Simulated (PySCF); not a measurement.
Mg(SH)2 (H2MgS2), SMILES [SH][Mg][SH].

Geometry: B3LYP-D3(BJ)/def2-TZVP. The values are those of a single conformer.

Method: TDA-PBE0/def2-SVPD (PySCF 2.14.0).

Vertical excitations. Isolated molecule, no solvent. State labels are in the subgroup C2.

| state | symmetry | energy (eV) | λ (nm) | f | main pairs |
|---|---|---|---|---|---|
| S1 | A | 4.57 | 271 | 0.046 | HOMO→LUMO 99 % |
| S2 | B | 4.58 | 271 | 0.048 | HOMO−1→LUMO 99 % |
| S3 | B | 5.52 | 225 | 0.068 | HOMO−2→LUMO 57 %, HOMO−1→LUMO+2 22 %, HOMO→LUMO+1 20 % |
| S4 | A | 5.55 | 223 | 0.000 | HOMO→LUMO+2 49 %, HOMO−1→LUMO+1 49 % |
| S5 | B | 5.56 | 223 | 0.000 | HOMO→LUMO+1 50 %, HOMO−1→LUMO+2 47 % |
| S6 | A | 5.82 | 213 | 0.003 | HOMO−1→LUMO+1 41 %, HOMO→LUMO+2 41 %, HOMO−3→LUMO 16 % |
| S7 | B | 6.25 | 198 | 0.547 | HOMO−2→LUMO 31 %, HOMO→LUMO+1 23 %, HOMO−1→LUMO+2 19 %, HOMO−2→LUMO+2 15 % |
| S8 | A | 6.29 | 197 | 0.013 | HOMO−1→LUMO+3 70 %, HOMO→LUMO+4 18 % |
| S9 | B | 6.30 | 197 | 0.042 | HOMO→LUMO+3 69 %, HOMO−1→LUMO+4 18 % |
| S10 | A | 6.39 | 194 | 0.000 | HOMO−2→LUMO+1 74 %, HOMO−3→LUMO 17 % |
| T1 | A | 4.27 | 290 | 0 | HOMO→LUMO 97 % |
| T2 | B | 4.27 | 290 | 0 | HOMO−1→LUMO 97 % |
| T3 | B | 4.93 | 251 | 0 | HOMO−2→LUMO 91 % |
| T4 | A | 5.25 | 236 | 0 | HOMO→LUMO+2 43 %, HOMO−1→LUMO+1 39 %, HOMO−3→LUMO 13 % |
Triplets are in the Tamm–Dancoff approximation.
